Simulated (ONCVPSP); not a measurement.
**Which change was made? (Co, ONCV)**

ONCVPSP 4.0.1 input, shortened (lines: element, Z, core and valence counts, functional; n l f; lmax; l rc ep ncon nbas qcut; lloc lpopt rc5 dvloc0; l nproj debl; icmod fcfact rcfact), PBE, scalar-relativistic:

```
  Co 27.00    3    4        4      upf
    1    0    2.00
    2    0    2.00
    2    1    6.00
    3    0    2.00
    3    1    6.00
    3    2    7.00
    4    0    1.00
    2
    0    1.15    0.00    4    9   10.00
    1    1.20    0.00    5    8   12.70
    2    1.75    0.00    4    9    7.40
    4    5    0.85    0.00
    0    2    3.50
    1    2    3.10
    2    1    0.80
    1    0.70    0.00
```

Cutoffs, loose and tight: the cutoffs (Ha) at which the residual kinetic energy of the hardest occupied pseudo-wave falls to 1 and 0.1 mHa per electron. They do not see the model core or the augmentation charge, which bear on the density cutoff. Test errors are all-electron minus pseudo excitation energies from the reference, over the configurations 3s2 3p6 3d7 4s2; 3s2 3p6 3d7 4s0; 3s2 3p6 3d6 4s0; 3s2 3p6 3d7 4s1.5; variants that change the core or the reference have their own tests.

The base gives: outcome: generated; cutoff, loose: 38 Ha; cutoff, tight: 85 Ha; bound ghosts: none; GHOST(+) flags above zero: none; largest test error (meV): +52.

Task: After one change the result is: outcome: generated; cutoff, loose: 40 Ha; cutoff, tight: 103 Ha; bound ghosts: none; GHOST(+) flags above zero: none; largest test error (meV): +41. Which change was it?
A. all radii but the core radius scaled by about 0.96 (s 1.10, p 1.16, d 1.68 bohr); local potential polynomial inside 0.82 bohr (lpopt 5, dvloc0 0 Ha)
B. all radii but the core radius scaled by about 1.20 (s 1.38, p 1.44, d 2.10 bohr); local potential polynomial inside 1.02 bohr (lpopt 5, dvloc0 0 Ha)
C. all radii but the core radius scaled by about 1.08 (s 1.24, p 1.30, d 1.88 bohr); local potential polynomial inside 0.92 bohr (lpopt 5, dvloc0 0 Ha)

Result: A. The others give: all radii but the core radius scaled by about 1.20 (s 1.38, p 1.44, d 2.10 bohr); local potential polynomial inside 1.02 bohr (lpopt 5, dvloc0 0 Ha) → outcome: generated; cutoff, loose: 37 Ha; cutoff, tight: 43 Ha; bound ghosts: none; GHOST(+) flags above zero: none; largest test error (meV): +126 | all radii but the core radius scaled by about 1.08 (s 1.24, p 1.30, d 1.88 bohr); local potential polynomial inside 0.92 bohr (lpopt 5, dvloc0 0 Ha) → outcome: generated; cutoff, loose: 36 Ha; cutoff, tight: 43 Ha; bound ghosts: none; GHOST(+) flags above zero: none; largest test error (meV): +75.
